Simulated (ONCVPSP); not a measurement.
**Configuration tests for Co (Z = 27) (ONCV)**

ONCVPSP 4.0.1 input, shortened (lines: element, Z, core and valence counts, functional; n l f; lmax; l rc ep ncon nbas qcut; lloc lpopt rc5 dvloc0; l nproj debl; icmod fcfact rcfact), LDA (Perdew-Wang 92), fully relativistic:

```
  Co 27.00    3    4  -001012      upf
    1    0    2.00
    2    0    2.00
    2    1    6.00
    3    0    2.00
    3    1    6.00
    3    2    7.00
    4    0    2.00
    2
    0    1.25    0.00    3    7   12.20
    1    0.95    0.00    4    7   16.20
    2    1.30    0.00    4    9   13.40
    4    3    0.90    0.00
    0    2    3.20
    1    2    2.20
    2    1    1.80
    0    0.00    0.00
```

Open shells are filled in proportion to 2j + 1.

In the p channel the program set the typed energies aside and used -2.385, 0.250 Ha (j = l + 1/2; the other j can differ).

Energies are relative to the spin-unpolarised reference configuration 3s2 3p6 3d7 4s2; without spin polarisation the order of configurations can differ from experiment.

```
valence configuration  charge  ΔE all-electron (eV)  error AE − PS (meV)
      3s2 3p6 3d7 4s1      +1                 9.289                 +1.1
      3s2 3p6 3d7 4s0      +2                26.367                 +5.3
  3s2 3p6 3d7.5 4s1.5       0                -0.985                 +1.1
```

**Question.** What are ΔE and the potential's error for 3s2 3p6 3d6 4s0?

**Answer.** ΔE = 62.560 eV all-electron; the error (AE − PS) is -7.0 meV.

Levels in the configuration 3s2 3p6 3d7.5 4s1.5:

| level | all-electron (eV) | pseudo (eV) |
| --- | --- | --- |
| 3s j=1/2 | -99.268 | -99.244 |
| 3p j=3/2 | -62.381 | -62.362 |
| 3p j=1/2 | -64.233 | -64.212 |
| 3d j=5/2 | -6.232 | -6.233 |
| 3d j=3/2 | -6.416 | -6.417 |
| 4s j=1/2 | -5.108 | -5.105 |
